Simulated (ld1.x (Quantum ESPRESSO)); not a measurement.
# Reading a pseudo-wave (Cu)

Columns: radius, all-electron u(r) and pseudo u(r) of the 3d shell (level -7.15 eV) of copper in the configuration [Ne] 3s2 3p6 3d10 4s0 4p1; PBE, scalar-relativistic, RRKJ scheme, ld1.x (Quantum ESPRESSO) 7.5.

| r (bohr) | all-electron | pseudo |
| --- | --- | --- |
| 0.080 | 0.0626 | 0.0045 |
| 0.160 | 0.2651 | 0.0349 |
| 0.240 | 0.5047 | 0.1097 |
| 0.320 | 0.7076 | 0.2359 |
| 0.400 | 0.8504 | 0.4061 |
| 0.480 | 0.9349 | 0.6010 |
| 0.560 | 0.9715 | 0.7937 |
| 0.640 | 0.9731 | 0.9568 |
| 0.720 | 0.9518 | 1.0687 |
| 0.800 | 0.9163 | 1.1182 |
| 0.880 | 0.8730 | 1.1067 |
| 0.960 | 0.8261 | 1.0458 |
| 1.040 | 0.7782 | 0.9541 |
| 1.120 | 0.7309 | 0.8518 |
| 1.200 | 0.6852 | 0.7552 |
| 1.280 | 0.6417 | 0.6743 |
| 1.360 | 0.6005 | 0.6117 |
| 1.440 | 0.5619 | 0.5641 |
| 1.520 | 0.5257 | 0.5258 |
| 1.600 | 0.4919 | 0.4919 |
| 1.680 | 0.4604 | 0.4604 |
| 1.760 | 0.4310 | 0.4310 |
| 1.840 | 0.4037 | 0.4037 |
| 1.920 | 0.3782 | 0.3782 |
| 2.000 | 0.3545 | 0.3545 |
| 2.080 | 0.3323 | 0.3323 |

(1) How many radial nodes do the two functions have?

(2) At about which radius was the pseudo-wave matched?

(3) Where does each function peak?

(4) Is the pseudo-wave norm-conserving?

## Answers

(1) The all-electron 3d function has n − l − 1 = 0; the pseudo-wave has 0.

(2) 1.60 bohr, where the columns begin to agree (steps of 0.08 bohr).

(3) Outermost all-electron maximum near 0.64 bohr, pseudo maximum near 0.80 bohr (to the table’s step).

(4) Yes: the RRKJ scheme keeps the norm inside the radius equal to the all-electron one, which fixes the energy derivative of the logarithmic derivative at the level.
